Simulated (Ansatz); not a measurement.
`FCOCC(F)F` → 3 C• + 3 F• + 5 H• + O•  (atomization)

Computed with Ansatz on PBE0-D4/def2-TZVP structures; ΔE is electronic, products minus reactants. CBS: MP2 limit from def2 TZ/QZ plus the TZ coupled-cluster correction, frozen cores. This one scheme is used for every species, atoms too. DFT in def2-TZVPP. B3LYP here is the variant with VWN-RPA as its local correlation; programs differ in this. No spin–orbit coupling; open shells (•) take unrestricted orbitals. Spin–orbit coupling would lower the free atoms: a little for C, F, O. Each species was taken in one conformer, which may not be the lowest.

`FCOCC(F)F`:

Z-matrix (Å, degrees):
```
C
O 1 1.373
F 1 1.379 2 110.5
H 1 1.091 2 107.1 3 -117.3
H 1 1.095 2 112.5 3 119.3
C 2 1.411 1 115.3 3 -74.4
C 6 1.509 2 110.2 1 -100.2
H 6 1.092 2 108.1 1 141.3
H 6 1.094 2 112.2 1 21.9
F 7 1.355 6 109.1 2 -174.2
F 7 1.359 6 110.3 2 67.8
H 7 1.094 6 113.0 2 -52.9
```

| level | ΔE (kJ/mol) |
| --- | --- |
| B3LYP-D4 | 4726.6 |
| ωB97M-V | 4760.0 |
| B3LYP | 4695.6 |
| SCS-MP2/def2-QZVPP | 4765.6 |

Q: What does CCSD(T)/CBS give? (An estimate is asked.)

A: The calculation gave: +4742.7 kJ/mol. The listed levels differ from it by -16.1, 17.3, -47.1, 22.9 kJ/mol.

Largest T1 diagnostic among the species: 0.012.

From PBE to PBE0 (25 % exact exchange), in def2-TZVPP and without D4, ΔE moves by −142.3 kJ/mol: exact exchange takes away binding that semilocal exchange gives to molecules. The D4 term adds +31.0 kJ/mol with B3LYP and +16.4 kJ/mol with PBE0; it sums over pairs of atoms, weighted by their polarisabilities, and B3LYP, whose exchange is more repulsive, gets the larger term. In def2-TZVPP, CCSD(T) changes the Hartree–Fock value by +1289.2 kJ/mol (the triples alone add +84.1 kJ/mol) and MP2 by +1430.1 kJ/mol; breaking electron pairs costs correlation energy, which Hartree–Fock lacks.

For atomizations the MP2-based limit and the directly extrapolated one differ by several kJ/mol either way, and by 10 to 25 for some Ge, Se and Sn compounds, so smaller differences from it don't rank the levels.
